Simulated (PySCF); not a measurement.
Computed shifts of a molecule C3H4FNSi, PBE0/pcSseg-1 (PySCF), GIAO, gas phase, atoms alike by connectivity averaged where their shifts nearly agree, in ppm (number of nuclei): ¹⁹F: -198.2 (1). ²⁹Si: 9.4 (1). ¹³C: 186.3 (1), 157.4 (1), 148.8 (1). ¹⁵N: 373.9 (1). ¹H: 8.97 (1), 7.35 (1), 7.09 (1), 5.61 (1). References: ¹⁹F against CFCl3 (σ = 167.2 ppm); ²⁹Si against TMS (σ = 352.7 ppm); ¹³C against TMS (σ = 186.3 ppm); ¹⁵N against NH3 (σ = 267.4 ppm); ¹H against TMS (σ = 31.56 ppm), references at their B3LYP-D3(BJ)/def2-TZVP geometries, non-relativistic. Geometry: ωB97X-D3(BJ)/def2-SVP. One conformer was computed; it need not be the lowest.

Problem. Which structure fits?
A) F[Si@@H]1C=CN=C1
B) FC1=C[SiH2]N=C1
C) N#C/C([SiH3])=C/F
D) F[Si@H]1C=CC=N1

Solution. D, F[Si@H]1C=CC=N1
